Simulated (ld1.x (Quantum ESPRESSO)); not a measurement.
**How hard is this nickel (Ni) TM potential?**

ld1.x (Quantum ESPRESSO) 7.5 input, shortened:

```
&input
   title='Ni', zed=28., rel=1, dft='PBE', iswitch=3,
   config='[Ar] 3d8 4s0.5 4p0'
 /
 &inputp
   pseudotype=2, tm=.true., lloc=1,
   nlcc=.true.
 /
3
4S  1  0   0.50   0.00  1.45  1.45  0.0
3D  3  2   8.00   0.00  0.75  0.75  0.0
3P  2  1   6.00   0.00  1.25  1.25  0.0
 &test
   configts(1)='3p6 3d8 4s0.5 4p0'
 /
```

The pseudo-atom Hamiltonian at the reference potential is diagonalised in spherical Bessel functions j_l(qr) that vanish at 20 bohr, with q² up to the cutoff. All-electron valence levels (Ry): 4s -1.2729, 3d -1.6897, 3p -6.2943, 4p -0.8242.

Task: How do the lowest levels (Ry) of each channel move with the cutoff, and are there ghosts?

Result:

| cutoff (Ry) | s #1 | s #2 | d #1 | d #2 | p #1 | p #2 | p #3 | f #1 | Σ f·Δε (mRy) |
| --- | --- | --- | --- | --- | --- | --- | --- | --- | --- |
| 8 | -1.3119 | -0.4161 | -0.4381 | -0.1888 | -2.4777 | -0.5346 | -0.2185 | -0.1542 | 32929.7 |
| 25 | -4.3737 | -1.2276 | -0.5152 | -0.2150 | -5.2641 | -0.7465 | -0.2751 | -0.1542 | 15597.5 |
| 50 | -6.3837 | -1.2710 | -0.6564 | -0.2542 | -6.2098 | -0.8173 | -0.2938 | -0.1542 | 8771.3 |
| 100 | -6.4142 | -1.2723 | -0.9931 | -0.3056 | -6.2937 | -0.8266 | -0.2963 | -0.1542 | 5574.2 |
| 180 | -6.4183 | -1.2728 | -1.5423 | -0.3425 | -6.2944 | -0.8266 | -0.2963 | -0.1542 | 1176.4 |
| 400 | -6.4186 | -1.2728 | -1.6893 | -0.3486 | -6.2944 | -0.8266 | -0.2963 | -0.1542 | 0.0 |

Result: ghost state, extra bound levels that the all-electron valence spectrum of the same l lacks: s at -87.3 eV (a true bound ghost makes a file unfit for plane-wave use); 10 mRy is reached at over 300 Ry and 1 mRy at over 300 Ry.
